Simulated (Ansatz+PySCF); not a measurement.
Results of a calculation; reference values are marked as such.
Input for PySCF 2.14.0:

```python
from pyscf import gto, scf

mol = gto.M(atom="""
H 0.000000 0.000000 -0.570660
H 0.000000 0.000000 0.570660
""", basis='cc-pvdz', charge=0, spin=0)
mf = scf.RHF(mol)
mf.init_guess = 'atom'
mf.kernel()
while True:  # follow internal instabilities
    mo, _, stable, _ = mf.stability(return_status=True)
    if stable: break
    mf.kernel(mf.make_rdm1(mo, mf.mo_occ))
print(mf.converged, mf.e_tot, mf.spin_square()[0])
```

The script is written out from the run's settings.

Output:

```yaml
Converged: yes
Total_energy: -1.07295 hartree
Spin_squared_of_the_determinant: 0.000
```
